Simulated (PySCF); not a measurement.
**Electron correlation in Pt (platinum, neutral)**

[Xe] 4f14 5d9 6s1, high-spin 3D determinant. Calculation: PySCF 2.14, in def2-QZVPPD with the def2 core potential (60 electrons) (7s5p4d4f2g, 88 functions); scalar relativity through the core potential. Frozen: 5s2 5p6; 10 electrons correlated.

```tsv
level	correlation energy (mhartree)
CCSD	-303.25
(T)	-14.91
CCSD(T)	-318.16
```

Diagnostics: T1 = 0.014, D1 = 0.0520, largest double amplitude 0.024.

**Question.** Is a single reference adequate?

**Answer.** Yes, within this model without spin-orbit coupling: T1 lies below 0.03 and no double amplitude reaches 0.07.
